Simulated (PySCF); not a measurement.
Rotational lines of SbP

Lines J+1 ← J of the vibrational ground state, computed from RHF-CCSD(T) constants of SbP, ¹Σ⁺ (singlet), closed shell (basis Sb def2-SVP with ECP28, P def2-SVP; scalar-relativistic core potentials; PySCF 2.14; masses 120.9038 and 30.9738 u), in MHz:

```csv
J,ν (MHz)
0,8114.2
1,16228.4
2,24342.6
3,32456.6
4,40570.6
```

Find B0 and the effective bond length r0; with αe = 0.000538 cm⁻¹, find Re.

ν = 2B0(J+1) − 4D(J+1)³ gives B0 = 0.13533 cm⁻¹. With the reduced mass μred = 24.657 u, r0 = √(16.8576/(μred·B0)) (u, cm⁻¹, Å) = 2.2477 Å. Be = B0 + αe/2 = 0.13560 cm⁻¹ gives Re = 2.245 Å.

Correlated steps freeze 9 core orbitals. Correlated levels converge slowly with the basis: in double zeta they bind strong bonds too weakly, by up to about 1 eV, and carry superposition errors of some tenths. These are scalar-relativistic numbers at best; spin–orbit coupling would shift them, the dissociation energy most. Where the molecule has an RHF reference, its open-shell atoms are computed with UHF.
